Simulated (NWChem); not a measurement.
System: MoF$_{5}$, doublet; SMILES [F][Mo]([F])([F])([F])[F]

The following NWChem deck was run.

```
start job
memory heap 200 mb stack 700 mb global 900 mb
geometry units angstroms
  Mo     0.009934     0.082001     0.042386
  F      1.052007    -0.540870     1.272337
  F     -1.005702     0.922425    -1.075080
  F      0.195779     1.613063     0.833901
  F      0.562011    -0.862094    -1.450874
  F     -0.854327    -1.546590     0.205626
end
basis spherical
  * library def2-svp
end
ecp
  Mo library def2-ecp
end
dft
  odft
  mult 2
  xc pbe0
  iterations 150
end
driver
  maxiter 120
end
task dft optimize
```

Output (shortened):

```
             Northwest Computational Chemistry Package (NWChem) 7.3.0
             --------------------------------------------------------

 C2  symmetry detected

                             Geometry "geometry" -> ""
                             -------------------------

 Output coordinates in angstroms (scale by  1.889725989 to convert to a.u.)

  No.       Tag          Charge          X              Y              Z
 ---- ---------------- ---------- -------------- -------------- --------------
    1 Mo                  42.0000     0.00000000     0.00000000    -0.09652154
    2 F                    9.0000     0.28582035     1.69992589    -0.21968920
    3 F                    9.0000    -0.28582035    -1.69992589    -0.21968920
    4 F                    9.0000     0.00000000     0.00000000    -1.83006854
    5 F                    9.0000     1.04286652    -0.46590182     1.35994039
    6 F                    9.0000    -1.04286652     0.46590182     1.35994039

 Effective nuclear repulsion energy (a.u.)     722.2778311750

      Symmetry information
      --------------------

 Group name             C2
 Group number              4
 Group order               2
 No. of unique centers     4

                                Z-matrix (autoz)
                                --------

 Units are Angstrom for bonds and degrees for angles

      Type          Name      I     J     K     L     M      Value
      ----------- --------  ----- ----- ----- ----- ----- ----------
    1 Stretch                  1     2                       1.72818
    2 Stretch                  1     3                       1.72818
    3 Stretch                  1     4                       1.73355
    4 Stretch                  1     5                       1.85092
    5 Stretch                  1     6                       1.85092
    6 Bend                     2     1     3               171.82612
    7 Bend                     2     1     4                85.91306
    8 Bend                     2     1     5               102.15133
    9 Bend                     2     1     6                84.35688
   10 Bend                     3     1     4                85.91306
   11 Bend                     3     1     5                84.35688
   12 Bend                     3     1     6               102.15133
   13 Bend                     4     1     5               141.89527
   14 Bend                     4     1     6               141.89527
   15 Bend                     5     1     6                76.20946

                           NWChem Geometry Optimization
                           ----------------------------

[...]

      ----------------------
      Optimization converged
      ----------------------

  Step       Energy      Delta E   Gmax     Grms     Xrms     Xmax
  ---- ---------------- -------- -------- -------- -------- --------
@    9    -566.71438190  6.4D-07  0.00043  0.00016  0.00005  0.00012
                                     ok       ok       ok       ok

                                Z-matrix (autoz)
                                --------

 Units are Angstrom for bonds and degrees for angles

      Type          Name      I     J     K     L     M      Value     Gradient
      ----------- --------  ----- ----- ----- ----- ----- ---------- ----------
    1 Stretch                  1     2                       1.86105    0.00029
    2 Stretch                  1     3                       1.86105    0.00029
    3 Stretch                  1     4                       1.79184   -0.00043
    4 Stretch                  1     5                       1.80829   -0.00012
    5 Stretch                  1     6                       1.80829   -0.00012
    6 Bend                     2     1     3               179.98717    0.00001
    7 Bend                     2     1     4                90.00642   -0.00001
    8 Bend                     2     1     5                90.01889    0.00003
    9 Bend                     2     1     6                89.97376   -0.00002
   10 Bend                     3     1     4                90.00642   -0.00001
   11 Bend                     3     1     5                89.97376   -0.00002
   12 Bend                     3     1     6                90.01889    0.00003
   13 Bend                     4     1     5               124.95531    0.00003
   14 Bend                     4     1     6               124.95531    0.00003
   15 Bend                     5     1     6               110.08938   -0.00006

                         Geometry "geometry" -> "geometry"
                         ---------------------------------

 Output coordinates in angstroms (scale by  1.889725989 to convert to a.u.)

  No.       Tag          Charge          X              Y              Z
 ---- ---------------- ---------- -------------- -------------- --------------
    1 Mo                  42.0000     0.00000000     0.00000000     0.01221070
    2 F                    9.0000     0.46625655     1.80170123     0.01241909
    3 F                    9.0000    -0.46625655    -1.80170123     0.01241909
    4 F                    9.0000     0.00000000     0.00000000    -1.77963220
    5 F                    9.0000     1.43462841    -0.37199845     1.04824781
    6 F                    9.0000    -1.43462841     0.37199845     1.04824781

 Effective nuclear repulsion energy (a.u.)     699.9157434803

      Symmetry information
      --------------------

 Group name             C2
 Group number              4
 Group order               2
 No. of unique centers     4

                Final and change from initial internal coordinates
                --------------------------------------------------

                                Z-matrix (autoz)
                                --------

 Units are Angstrom for bonds and degrees for angles

[...]
```

Level: PBE0/def2-SVP with def2 effective core potentials on Mo, spin-unrestricted. In the optimisation the excess spin sits in a (C2, its own frame). Not confirmed as a minimum by frequencies. This spin state was assumed; another may lie lower. def2 effective core potentials on Mo; no spin-orbit coupling.
